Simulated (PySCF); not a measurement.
**How methods differ on the ionisation energy of Se⁺**

Se⁺ [Ar] 3d10 4s2 4p3 (4S) → Se²⁺ [Ar] 3d10 4s2 4p2 (3P), as a difference of total energies. Computed with PySCF 2.14 in ANO-RCC-VTZP (6s5p3d1f, 43 functions), with scalar relativity by spin-free X2C-1e. Correlated levels: valence and next inner shell: [Ne] frozen. The calculations carry no spin-orbit coupling.

```csv
method,ionisation energy (eV)
UHF,20.856
MP2 (valence and next inner shell),21.438
SCS-MP2 (valence and next inner shell),21.263
CCSD (valence and next inner shell),21.371
CCSD(T) (valence and next inner shell),21.404
```

Task: How much does correlation contribute at CCSD(T) (valence and next inner shell)?

Result: 21.404 − (20.856) = 0.548 eV, measured against UHF.

The reference lies between the lowest fine-structure levels, while these numbers refer to the centres of the terms.

Errors of the correlated levels include the incompleteness of this basis and the frozen core.

For comparison: 21.196 ± 0.01 eV (measured; NIST Atomic Spectra Database, ionization energies).
